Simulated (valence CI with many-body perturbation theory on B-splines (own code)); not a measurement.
# Ce²⁶⁺: key properties

Calculated by configuration interaction combined with many-body perturbation theory (CI+MBPT): four valence electrons over a frozen Dirac-Fock core [Ar] 3d10, radial functions for each j: 11 s, 11 p, 9 d, 7 f, 5 g, 2 h, 1 i, with the one-electron correlation potential Σ1, the two-electron term Σ2, the three-electron term Σ3, Breit, model QED; selected CI, second order for the rest (own B-spline code, finite nucleus).

No measured spectrum was set against this ion. As an estimate, large intervals hold to a few tenths of a per cent, small ones and those within an open d or f shell to about a per cent.

Levels are named by their leading jj configuration (3d3/2^4 stands for four electrons in 3d with j = 3/2), which in mixed levels can hold well under half, so a name can repeat and another be missing.

Rates and lifetimes use the calculated energies. Strong lines usually hold to 10 to 20 %, long lifetimes can be off by a factor of two.

What is the ground level?

(4s^2 4p1/2^2) J=0, composition 75 % 4s²4p² ³P + 24 % 4s²4p² ¹S.

What is the ionisation energy?

926.07 eV; NIST lists 924 ± 4 eV (theoretical).

Among levels below 1890400 cm⁻¹, which E1 lines absorb most strongly from the ground level?

to (4s^2 4p1/2 4d3/2) J=1 at 9.247 nm, f = 1.51; to (4s 4p1/2^2 4p3/2) J=1 at 13.80 nm, f = 0.422; to (4s 4p1/2 4p3/2^2) J=1 at 10.34 nm, f = 0.176.

What are the static dipole polarisabilities of the lowest levels?

(4s^2 4p1/2^2) J=0 0.126; (4s^2 4p1/2 4p3/2) J=1 0.137 (tensor 0.0053); (4s^2 4p1/2 4p3/2) J=2 0.136 (tensor 0.0081) bohr³, of which the core gives 0.00774.

How well does LS coupling describe the low levels?

Among the lowest 20 levels the leading LS term, summed over configurations, holds 66 % on average. For single configurations the figures are 62 % in LS and 84 % in jj coupling. Terms mix most in the J = 2 level at 1077900 cm⁻¹, where the leading one holds 41 %.
